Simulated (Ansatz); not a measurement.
ClH7N2Si2 can be A, `N[Si](N)([SiH3])Cl`, or B, `N[SiH](Cl)N[SiH3]`.

Isolated molecules relaxed with PBE0-D4/def2-TZVP in Ansatz; ΔE leaves out vibrations. CCSD(T)/CBS adds triple-zeta CCSD(T) − MP2 to the extrapolated MP2 energy (def2 sets, frozen cores). Functionals use def2-TZVPP. B3LYP here is the variant with VWN-RPA as its local correlation; programs differ in this. One conformer a species, not always the lowest.

**Question.** Which is lower in electronic energy at CCSD(T)/CBS, and by how much? (Estimate.)

**Answer.** Computed: B, by 60.1 kJ/mol.

**Question.** Give E(B) − E(A) in kJ/mol with B3LYP-D4, PBE-D4, MP2/def2-TZVPP, B3LYP, B2PLYP, ωB97M-V, PBE0-D4. (Estimate.)

**Answer.** Computed: B3LYP-D4 -55.8, PBE-D4 -37.2, MP2/def2-TZVPP -68.4, B3LYP -55.6, B2PLYP -61.4, ωB97M-V -62.9, PBE0-D4 -45.0. None reverses the order clearly.

Largest T1 diagnostic: 0.011.

From PBE to PBE0 (25 % exact exchange), in def2-TZVPP and without D4, E(B) − E(A) moves by −8.0 kJ/mol. In def2-TZVPP, CCSD(T) changes the Hartree–Fock value by +15.1 kJ/mol (the triples alone add +2.3 kJ/mol) and MP2 by +8.1 kJ/mol.
